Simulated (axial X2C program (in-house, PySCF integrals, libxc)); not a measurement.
# Excited states of SnF⁺ by EOM-EE-CCSD

Calculated with an in-house all-electron X2C program for linear molecules (integrals from PySCF): two-component X2C with atomic mean-field Coulomb and Gaunt terms, Gaussian nuclei, basis Sn dyall-acv3z, F dyall-av3z with contracted cores.

R = 1.878 Å (near the PBE0 minimum at charge 1 of the determinant lowest at the starting distance; the state shown can have its own minimum elsewhere).

Hartree–Fock spinors of SnF⁺ (one of each Kramers pair; a window near the gap, which can cut inner shells):

```tsv
ω	occupied	ε (eV)	character
1/2	yes	-24.61	73% F p, 21% Sn s, 3% F s
1/2	yes	-22.53	92% F p, 3% Sn f, 3% Sn p
3/2	yes	-22.51	92% F p, 3% Sn f, 3% Sn d
1/2	yes	-19.04	54% Sn s, 22% F p, 19% Sn p
1/2	no	-6.47	86% Sn p, 7% F p, 3% Sn d
3/2	no	-6.21	86% Sn p, 7% F p, 3% Sn d
1/2	no	-3.69	64% Sn p, 20% Sn d, 8% F s
1/2	no	-2.75	87% Sn s, 8% Sn p, 3% Sn d
1/2	no	-1.91	98% Sn p
3/2	no	-1.87	98% Sn p
```

Vertical excitation energies from the closed-shell determinant state of SnF⁺:

| Ω | excitation (eV) | cm⁻¹ | hole of the leading pair | particle of the leading pair | weight of the pair (for Ω = 0 its time-reversed partner can hold as much again) | singles weight |
| --- | --- | --- | --- | --- | --- | --- |
| 0⁻ | 4.346 | 35052 | 55% Sn sσ, 21% F pσ, 18% Sn pσ | 87% Sn pπ | 0.49 | 0.97 |
| 0⁺ | 4.353 | 35108 | 55% Sn sσ, 21% F pσ, 18% Sn pσ | 88% Sn pπ | 0.49 | 0.97 |
| 1 | 4.517 | 36429 | 54% Sn sσ, 23% F pσ, 19% Sn pσ | 87% Sn pπ | 0.57 | 0.97 |
| 2 | 4.719 | 38060 | 55% Sn sσ, 21% F pσ, 18% Sn pσ | 88% Sn pπ | 0.97 | 0.97 |
| 1 | 6.329 | 51050 | 41% F pσ, 35% Sn sσ, 19% Sn pσ | 87% Sn pπ, 8% F pπ | 0.54 | 0.93 |
| 1 | 6.985 | 56341 | 92% F pπ | 85% Sn pπ, 10% F pπ | 0.78 | 0.91 |
| 0⁻ | 7.011 | 56550 | 92% F pπ | 85% Sn pπ, 10% F pπ | 0.37 | 0.91 |
| 1 | 7.127 | 57484 | 92% F pπ | 85% Sn pπ, 9% F pπ | 0.91 | 0.91 |
| 2 | 7.145 | 57626 | 92% F pπ | 85% Sn pπ, 9% F pπ | 0.88 | 0.91 |

This point took 42 s on 1 thread of Intel(R) Xeon(R) Processor @ 2.30GHz, with other jobs on the host.

Reference electrons by ω block (each with its −ω partner): 1/2: 19, 3/2: 8, 5/2: 2. 10 electrons of SnF⁺ correlated (inner shells frozen), 88 natural virtual spinors (a truncated set); levels can be off by some tenths of an eV. Roots sought by Ω: (0: 5, 1: 4, 2: 3, 3: 1); the list ends where they run out and leaves out roots under 60 % singles weight. The solver can skip a root, and states that need a further excitation, which the method places far too high, are missing though they may lie low or lowest. T1 of the reference 0.022 (Lee–Taylor). Number of frozen shells: Sn 4 s, 3 p, 2 d; F 1 s.
